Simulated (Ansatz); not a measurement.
```yaml
crystal:
  periodic: [false, false, false]
  atoms:
    - {symbol: C, position_ang: [1.396978, -1.206035, 1.959967]}
    - {symbol: C, position_ang: [0.900660, -0.914928, 0.838575]}
    - {symbol: O, position_ang: [0.385910, -0.630681, -0.379113]}
    - {symbol: Ga, position_ang: [-0.795542, 0.814844, -0.719770]}
    - {symbol: O, position_ang: [-1.347665, 0.974506, -2.474111]}
    - {symbol: Cl, position_ang: [-1.422227, 2.165099, 0.904176]}
    - {symbol: H, position_ang: [1.839751, -1.469272, 2.949018]}
    - {symbol: H, position_ang: [-0.957864, 0.266466, -3.078731]}
basis:
  gaussian: {orbitals: def2-mTZVPP, final_grid: {core_spheres: 8, valence_spheres: 7, degree: 23}}
magnetization: {spin_polarized: true, initial_magnetization: 2}
hamiltonian: {xc: {name: r2SCANh}, pseudopotentials: {relativity: none}}
accuracy: high
scf: {lower_state_search: off}
```

```sh
$ ansatz run in.yaml --threads 4 --pin off --events-out ev --progress --plain --max-ram 10444MiB
```

Shortened log:

```
Functional definition: r2SCANh
2989 factors; integrals over basis functions are off by at most 4.4e-8 eV
mean field evaluation 1: about -71078.8982 eV, gradient 5.9e1 eV
mean field evaluation 2: about -70988.8268 eV, gradient 1.4e2 eV
mean field evaluation 4: about -71081.9521 eV, gradient 4.7e1 eV
mean field evaluation 8: about -71095.0311 eV, gradient 1.8e0 eV
mean field evaluation 16: about -71095.1195 eV, gradient 4.1e-2 eV
mean field evaluation 32: about -71095.1195 eV, gradient 6.2e-5 eV
mean field -71095.11953953 eV, -2612.6974530750 hartree, gradient 8.0e-8 eV, S^2 2.015184; 0 other end points of the search recorded, 0 dependent functions left out
reference -71095.11954235 eV, -2612.6974531784 hartree; 40, 38 occupied and 119, 121 virtual orbitals, 2989 factors
Total energy: -71095.11954235 eV, -2612.6974531784 hartree
Checks for a lower state left out: stability, starts, cluster_reference, orbital_swaps, neighbouring_geometries, increment
```

It took 9.5 s on 4 threads of an Arm Neoverse V2 on a shared host, with 0.94 GiB of host memory at the peak.
